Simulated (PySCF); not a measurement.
## Boron: a sound run and one with changed settings

Sound run: B⁺ [He] 2s2, B²⁺ [He] 2s1. Calculation: PySCF 2.14, in jorge-DZP-DKH (4s2p1d, 15 functions); scalar relativity by spin-free X2C-1e. The sound run starts from symmetry-adapted Hartree-Fock orbitals and uses a fine grid where one is needed.

Changed run: radial step 0.5 in ln r (0.13 in the sound run). This setting is unsound on purpose.

```
species  method  sound run (hartree)  changed run (hartree)  converged
     B⁺     UHF            -24.24193              -24.24193        yes
     B⁺    TPSS            -24.35101              -24.35170        yes
     B⁺    BP86            -24.33409              -24.33532        yes
    B²⁺     UHF            -23.38063              -23.38063        yes
    B²⁺    TPSS            -23.44521              -23.44400        yes
    B²⁺    BP86            -23.42711              -23.42874        yes
```

Ionisation energy of B⁺:

```tsv
method	sound run (eV)	changed run (eV)
UHF	23.437	23.437
TPSS	24.648	24.700
BP86	24.680	24.669
```

A coarse radial grid mis-integrates the density and the exchange-correlation energy, with errors of either sign; Hartree-Fock needs no grid.

For comparison, NIST gives 25.155 eV between the lowest levels.
